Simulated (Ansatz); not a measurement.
```yaml
crystal:
  periodic: [false, false, false]
  atoms:
    - {symbol: Pb, position_ang: [0.853681, 0.909671, -0.348011]}
    - {symbol: O, position_ang: [-0.646825, -0.527819, -0.556381]}
    - {symbol: O, position_ang: [-0.206855, -0.381853, 0.904392]}
basis:
  gaussian: {orbitals: def2-TZVPP}
hamiltonian: {xc: {name: SPW92}}
output: {forces: true}
```

```sh
$ ansatz run in.yaml --threads 4 --pin off --events-out ev --progress --plain --max-ram 3916MiB
```

It prints (some lines left out):

```
Functional definition: SPW92
684 factors; their error is unknown
mean field evaluation 1: about -9296.4559 eV, gradient 6.6e1 eV
mean field evaluation 2: about -9119.9909 eV, gradient 2.5e2 eV
mean field evaluation 4: about -9305.3488 eV, gradient 1.6e1 eV
mean field evaluation 8: about -9305.9073 eV, gradient 3.7e-1 eV
mean field evaluation 16: about -9305.9006 eV, gradient 6.2e-5 eV
mean field evaluation 32: about -9304.0604 eV, gradient 2.7e1 eV
mean field -9305.90057807 eV, -341.9855384780 hartree, gradient 6.2e-5 eV, S^2 0.000000; 1 other end points of the search recorded, 0 dependent functions left out
reference -9305.90061309 eV, -341.9855397651 hartree; 19, 19 occupied and 93, 93 virtual orbitals, 684 factors
Total energy: -9305.90061309 eV, -341.9855397651 hartree
Atom 0 at     0.853681     0.909671    -0.348011 Å, force    -0.099622    -0.106149     0.040573 eV/Å
Atom 1 at    -0.646825    -0.527819    -0.556381 Å, force     0.191971     0.100261     0.451593 eV/Å
Atom 2 at    -0.206855    -0.381853     0.904392 Å, force    -0.092349     0.005888    -0.492166 eV/Å
Dipole moment:     0.739371     0.787864    -0.301410 e Å
```

Run time 0.7 s (4 threads of Arm Neoverse V1 on a shared host).

In the def2 sets Pb takes a core potential; there is no spin–orbit coupling.
